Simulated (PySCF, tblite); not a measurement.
Potential energy curve for BeH (cation, charge +1), singlet.

GFN2-xTB, 300 K electronic temperature (tblite); UCCSD(T) = CCSD(T) on UHF/cc-pVTZ in PySCF.

Energies relative to the lowest point of each curve near equilibrium, in mEh; the last columns give the difference from UCCSD(T):

```
R / Å  GFN2-xTB  UCCSD(T)  GFN2-xTB − UCCSD(T)
-----  --------  --------  -------------------
1.07       27.8      25.0                  2.9
1.13       16.0      12.7                  3.3
1.20        7.4       4.2                  3.2
1.23        5.0       2.1                  2.9
1.30        1.4       0.0                  1.4
1.33        0.6       0.1                  0.5
1.38        0.0       1.3                 -1.3
1.42        0.0       3.1                 -3.1
1.44        0.2       4.2                 -4.0
1.53        1.8      10.5                 -8.7
1.64        5.2      20.2                -15.0
1.78       10.9      34.0                -23.0
1.99       21.4      54.2                -32.8
2.20       33.2      71.6                -38.4
2.40       45.6      84.8                -39.3
2.67       63.1      97.6                -34.4
2.90       78.1     104.7                -26.6
3.24       98.6     110.8                -12.2
3.60      116.6     113.8                  2.8
4.01      131.5     114.9                 16.7
4.70          —     115.4                    —
5.26          —     115.5                    —
```

GFN2-xTB is furthest from UCCSD(T) at 2.40 (-39.3 mEh, below); its mean absolute difference over the points is 13.6 mEh.

A dash means that the run gave no value there, or that the column was ended at a point which the program doubted or which failed a test of continuity chosen for this set; such a test can also cut sound points.

The unrestricted determinant behind UCCSD(T) is spin-contaminated at 1.78 to 5.26 Å (<S²> up to 1.0, against 0.00 for a pure singlet).
